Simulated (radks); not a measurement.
Results of a calculation; reference values are marked as such.
The aluminium ion Al2+, 11 electrons, occupied as [Ne] 3s1. Level of theory: scalar-relativistic Kohn-Sham, BLYP, spin-polarised, spherical densities, finite nucleus; open shells are filled with parallel spins first; Fermi nuclear charge, rms radius 3.061 fm (a radial shooting solver on a logarithmic mesh with Libxc functionals). Some entries of the table are withheld. Estimate them.

orbital,occ.,eigenvalue (Ry),<r> (bohr),r(max) (bohr)
1s up,1,(1),0.1202,(2)
1s down,1,(3),0.1202,(4)
2s up,1,-9.45088,0.6255,0.4959
2s down,1,-9.43631,0.6252,0.4960
2p up,3,(5),0.6013,0.4269
2p down,3,(6),0.6005,0.4269
3s up,1,-1.79826,2.179,1.898

Answer. 
(1) 1s up eigenvalue (Ry): -112.7080
(2) 1s up r(max) (bohr): 0.07834
(3) 1s down eigenvalue (Ry): -112.6975
(4) 1s down r(max) (bohr): 0.07835
(5) 2p up eigenvalue (Ry): -6.63499
(6) 2p down eigenvalue (Ry): -6.62007
